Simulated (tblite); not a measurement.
C2H12O2SSi3.
Numbering: `[CH3:1][SiH2:2][CH2:3][S:4][Si@H:5]([OH:6])[O:7][SiH3:8]` (hydrogens: H9, H10, H11 on C1; H12, H13 on Si2; H14, H15 on C3; H16 on Si5; H17 on O6; H18, H19, H20 on Si8)

Computed with GFN2-xTB (tblite), gas phase: L-BFGS steps from a force-field or distance-geometry start until the largest atomic force falls under 0.01 eV/Å.

Step 56: E = -738.6564 eV
```
atom  x, y, z in Å  |  force x, y, z in eV/Å
C1     -3.2045   -0.5395   -0.8942   -0.002   0.007   0.010
Si2    -1.5715    0.2681   -1.4203   -0.035  -0.013   0.037
C3     -0.8523    1.2134    0.0684   -0.016   0.018   0.043
S4     -0.7729    0.1610    1.5628    0.001   0.052   0.008
Si5     0.9108   -1.0678    1.1345    0.093   0.026  -0.004
O6      1.5175   -1.5704    2.5446   -0.014  -0.003   0.063
O7      1.9588   -0.1810    0.2847    0.085   0.014  -0.065
Si8     3.3494    0.6202    0.0248   -0.090  -0.015   0.014
H9     -3.0509   -1.1617   -0.0142   -0.033   0.025  -0.041
H10    -3.9503    0.2100   -0.6379    0.008  -0.047  -0.016
H11    -3.6156   -1.1671   -1.6815    0.020   0.055   0.045
H12    -1.7558    1.2621   -2.4827   -0.011   0.014  -0.060
H13    -0.6166   -0.7652   -1.8262    0.054  -0.012  -0.049
H14    -1.4758    2.0555    0.3590   -0.044   0.015  -0.008
H15     0.1507    1.5915   -0.1151   -0.013  -0.053  -0.020
H16     0.6456   -2.2500    0.3474   -0.021  -0.016  -0.034
H17     1.2506   -1.1557    3.3620    0.033  -0.037   0.024
H18     4.3182    0.1370    1.0053    0.027   0.046  -0.021
H19     3.0379    2.0434    0.2024    0.019  -0.065   0.008
H20     3.7216    0.3068   -1.3554   -0.061  -0.010   0.067
```

Step 57: E = -738.6581 eV
```
atom  x, y, z in Å  |  force x, y, z in eV/Å
C1     -3.2146   -0.5426   -0.8997   -0.001   0.006   0.007
Si2    -1.5809    0.2649   -1.4192    0.003   0.000   0.010
C3     -0.8672    1.2112    0.0723   -0.015   0.020   0.023
S4     -0.7781    0.1606    1.5672    0.005   0.040   0.006
Si5     0.9188   -1.0499    1.1376    0.055  -0.002  -0.002
O6      1.5285   -1.5616    2.5429    0.002  -0.027   0.023
O7      1.9600   -0.1457    0.2994    0.002  -0.029  -0.044
Si8     3.3663    0.6155    0.0290   -0.009   0.018   0.004
H9     -3.0644   -1.1720   -0.0255   -0.023   0.010  -0.012
H10    -3.9591    0.2054   -0.6392   -0.007  -0.021  -0.005
H11    -3.6268   -1.1622   -1.6913    0.010   0.029   0.014
H12    -1.7630    1.2589   -2.4842   -0.009   0.001  -0.036
H13    -0.6201   -0.7638   -1.8287    0.030   0.002  -0.033
H14    -1.4969    2.0496    0.3624   -0.017   0.005  -0.010
H15     0.1346    1.5923   -0.1141   -0.032  -0.037  -0.009
H16     0.6627   -2.2266    0.3373   -0.017  -0.005  -0.019
H17     1.2562   -1.1666    3.3670    0.014  -0.011   0.054
H18     4.3308    0.1199    1.0065    0.036   0.036  -0.009
H19     3.0863    2.0439    0.1968    0.011  -0.025   0.011
H20     3.7218    0.2796   -1.3482   -0.038  -0.010   0.027
```

Step 58: E = -738.6591 eV
```
atom  x, y, z in Å  |  force x, y, z in eV/Å
C1     -3.2157   -0.5420   -0.9006   -0.007   0.001   0.006
Si2    -1.5831    0.2654   -1.4183    0.042   0.008  -0.018
C3     -0.8692    1.2129    0.0732   -0.024   0.011   0.001
S4     -0.7761    0.1648    1.5695    0.017   0.021   0.002
Si5     0.9197   -1.0491    1.1389    0.041  -0.014   0.002
O6      1.5296   -1.5612    2.5441    0.002  -0.029   0.018
O7      1.9618   -0.1468    0.3002    0.000  -0.021  -0.037
Si8     3.3677    0.6148    0.0307   -0.004   0.014  -0.006
H9     -3.0654   -1.1727   -0.0284   -0.022  -0.002   0.015
H10    -3.9610    0.2042   -0.6405   -0.019   0.000   0.008
H11    -3.6277   -1.1604   -1.6920    0.003   0.010  -0.014
H12    -1.7651    1.2577   -2.4863   -0.007  -0.006  -0.019
H13    -0.6212   -0.7628   -1.8307    0.017   0.014  -0.022
H14    -1.5032    2.0491    0.3622    0.013   0.003  -0.012
H15     0.1324    1.5937   -0.1168   -0.052  -0.024   0.003
H16     0.6675   -2.2265    0.3363   -0.022   0.015   0.000
H17     1.2590   -1.1709    3.3710    0.009  -0.007   0.044
H18     4.3345    0.1202    1.0059    0.037   0.032  -0.003
H19     3.0911    2.0436    0.1964    0.005  -0.016   0.016
H20     3.7191    0.2767   -1.3464   -0.030  -0.010   0.015
```

Problem. Estimate the geometry and energy of step 59. (The exact step hangs on the optimiser's Hessian estimate; all steps are aligned on step 58, rigid shifts and turns removed.)

Solution. E = -738.6600 eV, largest force 0.068 eV/Å
```
atom  x, y, z in Å  |  force x, y, z in eV/Å
C1     -3.2138   -0.5399   -0.9002   -0.010  -0.004   0.005
Si2    -1.5821    0.2674   -1.4181    0.054   0.007  -0.041
C3     -0.8674    1.2164    0.0726   -0.032  -0.009  -0.019
S4     -0.7705    0.1722    1.5709    0.032  -0.008   0.002
Si5     0.9191   -1.0537    1.1402    0.033  -0.009   0.006
O6      1.5284   -1.5641    2.5466    0.002  -0.029   0.010
O7      1.9639   -0.1604    0.2949    0.003  -0.015  -0.025
Si8     3.3635    0.6150    0.0314   -0.009   0.011  -0.007
H9     -3.0624   -1.1700   -0.0284   -0.023  -0.009   0.035
H10    -3.9609    0.2044   -0.6418   -0.024   0.015   0.020
H11    -3.6257   -1.1597   -1.6898    0.004  -0.001  -0.034
H12    -1.7655    1.2570   -2.4892   -0.005  -0.009  -0.005
H13    -0.6215   -0.7617   -1.8333    0.013   0.021  -0.013
H14    -1.5045    2.0510    0.3598    0.035   0.008  -0.009
H15     0.1340    1.5958   -0.1209   -0.055  -0.006   0.009
H16     0.6684   -2.2344    0.3401   -0.032   0.035   0.014
H17     1.2625   -1.1755    3.3759    0.004  -0.002   0.030
H18     4.3349    0.1266    1.0052    0.032   0.031  -0.001
H19     3.0797    2.0423    0.1988    0.000  -0.017   0.020
H20     3.7146    0.2820   -1.3463   -0.022  -0.011   0.004
```

The energy changes by -0.0009 eV. The first-order estimate −F·Δx gives -0.0013 eV and the mean of the old and new forces, exact on a quadratic surface, -0.0010 eV. The step makes an angle of 72° with the force vector and moves no atom by more than 0.015 Å.

What follows is the cost of the whole relaxation. Hardware: Arm Neoverse V1, one thread, shared host with 32 logical CPUs at a one-minute load of 7.7. Cost: 2.3 s wall.
